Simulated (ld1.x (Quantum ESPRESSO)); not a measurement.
The numbers below are computed, except where a source is named.
**Potentials for sulfur (S) compared**

Generated with ld1.x 7.5 (TM, RRKJ, ultrasoft, PAW), atompaw 4.2 or ONCVPSP 4.0.1. The cutoff is in Ry: for ld1.x and atompaw files where the sum of valence levels is converged to 10 mRy in a Bessel basis, for ONCV files where the hardest occupied wave has 1 mHa per electron of residual kinetic energy. The error is the largest all-electron minus pseudo excitation energy over each file’s own four to seven test configurations (ionisations up to +4, promotions, holes and added fractions of an electron), all of which were solved. The labels leave out finer settings (local radius, basis sizes, second energies), which also bear on the numbers. Spin-polarised tests are not counted. The rows are a selection from randomly drawn settings: files with unsolved tests, undetermined cutoffs or missed reference levels are left out.

A true bound ghost makes a file unfit for plane-wave use even where its test errors are small: the radial tests pick states by their node count and pass the ghost by.

| potential | cutoff (Ry) | largest error (meV) | bound ghosts |
| --- | --- | --- | --- |
| ultrasoft, PBE, scalar-relativistic, rc 1.25/1.10/0.95 (spd), local smoothed, core correction no, reference 3s2 3p3.5 | 25 | +22 | p |
| TM, PBE, scalar-relativistic, rc 1.55/1.25/1.55 (spd), local smoothed, core correction no, reference 3s2 3p4 | 55 | +1055 | none |
| TM, PBE, fully relativistic, rc 1.98/1.60/1.60 (spd), local s, core correction yes, reference 3s2 3p4 | 25 | +436 | none |
| RRKJ, LDA (PZ), scalar-relativistic, rc 1.25/1.15/1.00 (spd), local smoothed, core correction yes, reference 3s2 3p4 | 80 | +172 | none |
| PAW, LDA (PZ), scalar-relativistic, rc 1.45/1.50 (sp), local smoothed, core correction yes, reference 3s2 3p3.75 | 18 | -114 | none |
| ultrasoft, LDA (PZ), scalar-relativistic, rc 1.40/1.85/1.75 (spd), local smoothed, core correction no, reference 3s1.5 3p4.5 | 18 | +84 | none |
| PAW, PBE, scalar-relativistic, rc 1.25/1.70/1.25 (spd), local smoothed, core correction yes, reference 3s2 3p3 | 25 | -84 | none |
| TM, PBE, scalar-relativistic, rc 1.35/1.25 (sp), local s, core correction no, reference 3s2 3p3.75 | 55 | +142 | none |

Fill in the row for S: PAW, PW91, non-relativistic, rc 1.30/1.20/1.05 (spd), local smoothed, core correction yes, reference 3s2 3p3.5.

cutoff 30 Ry, largest error -96 meV, bound ghosts: none.
